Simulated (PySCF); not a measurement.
Molecule: SMILES C=CC(=O)C(C)C, C$_{6}$H$_{10}$O.

Geometry:
```json
{"atom": "C1", "x (Å)": "2.835", "y (Å)": "-0.330", "z (Å)": "-0.396"}
{"atom": "C2", "x (Å)": "1.568", "y (Å)": "-0.642", "z (Å)": "-0.113"}
{"atom": "C3", "x (Å)": "0.519", "y (Å)": "0.419", "z (Å)": "-0.037"}
{"atom": "O4", "x (Å)": "0.790", "y (Å)": "1.589", "z (Å)": "-0.189"}
{"atom": "C5", "x (Å)": "-0.904", "y (Å)": "-0.054", "z (Å)": "0.216"}
{"atom": "C6", "x (Å)": "-1.425", "y (Å)": "-0.758", "z (Å)": "-1.042"}
{"atom": "C7", "x (Å)": "-1.801", "y (Å)": "1.094", "z (Å)": "0.642"}
{"atom": "H8", "x (Å)": "3.100", "y (Å)": "0.716", "z (Å)": "-0.579"}
{"atom": "H9", "x (Å)": "3.622", "y (Å)": "-1.087", "z (Å)": "-0.449"}
{"atom": "H10", "x (Å)": "1.269", "y (Å)": "-1.678", "z (Å)": "0.077"}
{"atom": "H11", "x (Å)": "-0.849", "y (Å)": "-0.806", "z (Å)": "1.025"}
{"atom": "H12", "x (Å)": "-2.428", "y (Å)": "-1.174", "z (Å)": "-0.862"}
{"atom": "H13", "x (Å)": "-1.498", "y (Å)": "-0.044", "z (Å)": "-1.877"}
{"atom": "H14", "x (Å)": "-0.771", "y (Å)": "-1.583", "z (Å)": "-1.361"}
{"atom": "H15", "x (Å)": "-2.829", "y (Å)": "0.742", "z (Å)": "0.816"}
{"atom": "H16", "x (Å)": "-1.434", "y (Å)": "1.568", "z (Å)": "1.564"}
{"atom": "H17", "x (Å)": "-1.823", "y (Å)": "1.871", "z (Å)": "-0.136"}
```

Geometry PBE0-D3(BJ)/def2-SVP throughout; GIAO in PySCF 2.14.0 with density-fitted response routines, gas phase, one conformer, non-relativistic; equivalent atoms averaged; basis pcSseg-1.

For orientation, mPW1PW91 gives these absolute shieldings σ: C3 -20.6, C1 44.7, C5 139.9, C6/C7 164.4, O4 -277.5, H8 24.32, H10 24.79, H11 29.12, H12/H13/H14/H15/H16/H17 30.24 ppm.

A run gave: C3 -17.4, C1 48.4, C5 133.8, C6/C7 159.0, O4 -246.9, H8 24.62, H10 24.98, H11 29.11, H12/H13/H14/H15/H16/H17 30.31 ppm (absolute shieldings σ).

**Question.** Which functional was used in that run?
A. B97-2
B. LDA
C. B97-D
D. B3LYP

**Answer.** C. O4 tells them apart best: B97-D gives -246.9, B3LYP gives -277.7, LDA gives -287.4, B97-2 gives -260.9 ppm.
